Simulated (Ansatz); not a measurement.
Input file for Ansatz (an electronic-structure program): FCI/cc-pVDZ on GaH, a point of a bond scan (R = 6.756 Å). The run froze 14 orbitals, filled d shells among them.

Ansatz 0.2 input:
```yaml
crystal:
  periodic: [false, false, false]
  atoms:
    - {symbol: Ga, position_ang: [-0.00000000, -0.00000000, -0.05278299]}
    - {symbol: H, position_ang: [0.00000000, 0.00000000, 6.70344005]}
basis:
  gaussian:
    orbitals: cc-pVDZ
magnetization: {spin_polarized: false}
correlation: {method: fci, electrons: outside_noble_gas}
```

Program output:

```
WARN ansatz: RAYON_NUM_THREADS=2 ignored (pool sized by the plan → 2); use --threads N
Functional definition: HF
integrals: 0.01 GiB planned
546 factors; integrals over basis functions are off by at most 4.3e-8 eV
mean field: 0.08 GiB planned
mean field evaluation 1: about -52341.0060 eV, gradient 9.8e0 eV
mean field evaluation 2: about -52341.0060 eV, gradient 9.8e0 eV
mean field evaluation 4: about -52341.1522 eV, gradient 8.5e0 eV
mean field evaluation 8: about -52341.4055 eV, gradient 5.0e0 eV
mean field evaluation 16: about -52342.5131 eV, gradient 1.5e-6 eV
mean field -52342.51306987 eV, -1923.5518762881 hartree, gradient 1.5e-6 eV, S^2 0.000000; 2 other end points of the search recorded, 0 dependent functions left out; unrestricted orbitals would lower it
mean field evaluation 32: about -52345.5819 eV, gradient 3.9e0 eV
unrestricted determinant -52346.31184074 eV, -1923.6914785428 hartree, S^2 1.0100
14 core orbitals not correlated
reference -52342.51306987 eV, -1923.5518762881 hartree; 2, 2 occupied and 16, 16 virtual orbitals, 546 factors
configuration interaction: 0.04 GiB planned
state -52347.51277473 eV, -1923.7356120529 hartree
Total energy: -52347.51277473 eV, -1923.7356120529 hartree
```

The calculation finished and met its thresholds.

Cost: very roughly 0.9 core-seconds.
